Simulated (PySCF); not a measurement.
C₆ coefficients of unlike pairs at PBE0

Calculated with PySCF 2.14 from the dipole response of each species, C₆(A,B) = (3/π) ∫ α_A(iu) α_B(iu) du, in atomic units, from isotropic polarisabilities. For ions this is the dispersion term alone; charge-induced terms of lower order in 1/R come first.

```tsv
species	configuration	basis	relativity	α (bohr³)	C₆ (like pair)
I	[Kr] 4d10 5s2 5p5 (2P)	aug-cc-pVQZ-PP with one added diffuse shell each of s, p, d, f, g type with ECP28MDF (8s8p6d4f3g)	core potential	33.30	358.8
Si²⁺	[Ne] 3s2 (1S)	aug-cc-pCVTZ-DK (8s7p5d3f)	spin-free X2C	11.81	40.75
Ti²⁺	[Ar] 3d2 (3F)	dyall-av2z (16s12p7d2f)	none	4.732	14.17
P²⁺	[Ne] 3s2 3p1 (2P)	aug-cc-pVTZ-DK (6s5p3d2f)	spin-free X2C	9.182	33.06
```

(1) Estimate C₆ for Ti²⁺ with I.

No spin-orbit coupling is included.

The other pairs:

```csv
pair,C₆
"Ti²⁺, Si²⁺",21.79
"P²⁺, Si²⁺",36.34
"Si²⁺, I",120.5
"P²⁺, I",108.6
"P²⁺, Ti²⁺",20.45
```

Results:

(1) The integral gives 66.66. The combination rule 2 C_A C_B / (C_A α_B/α_A + C_B α_A/α_B) gives 67.48 and the geometric mean 71.30.
